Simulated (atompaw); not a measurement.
## Ar (Z = 18): one change to a PAW (atompaw) potential, before and after

| Property | Result |
| --- | --- |
| Element | argon (Ar) |
| Generator | atompaw 4.2.0.5 |
| Type | PAW |
| Functional | PBEsol |
| Relativity | scalar-relativistic |
| Frozen core | [Ne] |
| Valence charge | 8 |
| Reference configuration | 3s2 3p6 |
| Partial waves | 3s (bound): rc 1.55 bohr; 3s channel at 3.6 Ry: rc 1.55 bohr; 3p (bound): rc 1.55 bohr; 3p channel at -0.05 Ry: rc 1.55 bohr |
| Local potential | vpsmatchnc scheme with l = 2 at 0.5 Ry, radius 1.50 bohr |
| Core correction | smooth core density matched at 1.35 bohr |
| Augmentation charge | gaussian compensation charge, radius 1.15 bohr; PAW radius 1.55 bohr; waves and projectors: custom rrkj vanderbiltortho |

Change: local potential bessel scheme, radius 1.50 bohr.

Cutoffs: the cutoffs (Ry, on a coarse ladder) from which the occupation-weighted sum of valence levels, in a spherical-Bessel basis at the reference potential, stays within 10 and 1 mRy of its value at 400 Ry; they do not see the model core or the augmentation charge, which bear on the density cutoff.

What does the change do?

The potential gets neither clearly harder nor softer (30 Ry and 35 Ry → 30 Ry and 35 Ry); the p channel sets the loose cutoff, while the largest relative change is in s, which becomes harder; neither file shows a bound ghost.

| quantity | base | changed |
| --- | --- | --- |
| cutoff, loose | 30 Ry | 30 Ry |
| cutoff, tight | 35 Ry | 35 Ry |
| loose cutoff by channel (10 mRy a level) | s 10 Ry, p 21 Ry | s 12 Ry, p 21 Ry |
| bound ghosts | none | none |
| s: phases at 1.56 bohr within 0.05 rad from the reference energy up to (Ry; the scan ends near 5) | 4.8 | to the end of the scan |
| p: phases at 1.56 bohr within 0.05 rad from the reference energy up to (Ry; the scan ends near 5) | to the end of the scan | to the end of the scan |
| lowest overlap eigenvalue by channel | s 0.37, p 0.77 | s 0.48, p 0.50 |

 The cutoffs see the waves, projectors and local potential, not the compensation charge or the core.
